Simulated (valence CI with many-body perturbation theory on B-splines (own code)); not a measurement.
# Sc14+ in three bases

Calculated by configuration interaction combined with many-body perturbation theory (CI+MBPT): five valence electrons over a frozen Dirac-Fock core [He], radial functions for each j: 9 s, 9 p, 8 d, 6 f, 3 g, 1 h, with the one-electron correlation potential Σ1 (screened to all orders), the two-electron term Σ2, the three-electron term Σ3, Breit, model QED; selected single and double excitations, second order for the rest, scaled by the run's own slope (own B-spline code, finite nucleus).

No measured spectrum was set against this ion. As an estimate, levels of excited configurations hold to 0.05 to 0.15 % of their energy, terms of the ground configuration to about 0.5 %. Among the levels kept, up to 3500 cm⁻¹ of a level comes from second order outside the variational space, and about a tenth of that is noise between levels of different J, which matters for small intervals.

The reference run has the lowest level 2s2.2p3 4S°_3/2 and an ionisation energy of 925.949 eV. Its largest variational space holds 27177 state functions.

Changed runs:
A. basis 6 s, 6 p, 5 d, 3 f, 1 g
B. basis 5 s, 5 p, 4 d, 2 f

Excitation energies of the reference run in cm⁻¹, and shifts in cm⁻¹:

```tsv
Level	Reference	A	B
2s2.2p3 2D°_3/2	111435	+247	+754
2s2.2p3 2D°_5/2	122156	+262	+760
2s2.2p3 2P°_1/2	185179	+278	+867
2s2.2p3 2P°_3/2	200747	+267	+830
2s.2p4 4P_5/2	552121	+97	+270
2s.2p4 4P_3/2	577379	+83	+250
2s.2p4 4P_1/2	588532	+73	+247
2s.2p4 2D_3/2	761728	+356	+1076
2s.2p4 2D_5/2	764459	+366	+1085
2s.2p4 2S_1/2	882573	+422	+1346
2s.2p4 2P_3/2	917402	+402	+1236
2s.2p4 2P_1/2	952350	+380	+1228
Ionisation energy (eV)	925.949	-0.021	-0.067
```
